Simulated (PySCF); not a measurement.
## From computed data to an observable: oscillator strength and radiative lifetime

Si(OH)3(PH2) (H₅O₃PSi), SMILES O[Si](P)(O)O.

Geometry: B3LYP-D3(BJ)/def2-SVP. The structure was generated by enumeration, and PubChem lists no compound with its InChIKey, so it may never have been made. One conformer was computed; it need not be the lowest.

TDA-B3LYP/def2-SVPD in PySCF puts the first singlet state with f over 0.02 at 6.08 eV (vertical), with the transition dipole (-0.536, -0.061, 0.429) in atomic units.

Task: Find the oscillator strength, the wavelength and the radiative lifetime that this transition would have in vacuum if emission retraced absorption.

Result: 
|μ|² = 0.4751 au, so |μ| = 1.75 D. ΔE = 6.08/27.211 = 0.2234 hartree. f = (2/3) ΔE |μ|² = 0.071 (the program prints 0.071).
λ = 1239.84/6.08 = 204 nm; ν = 49038 cm⁻¹.
Einstein's coefficient A = 0.6670 ν² f s⁻¹ (ν in cm⁻¹) = 1.1e8 s⁻¹, so τ = 1/A = 8.8 ns. This state is S1. The figure is the radiative limit of this one transition; relaxation, internal conversion, crossing to triplets and a medium change what is measured.
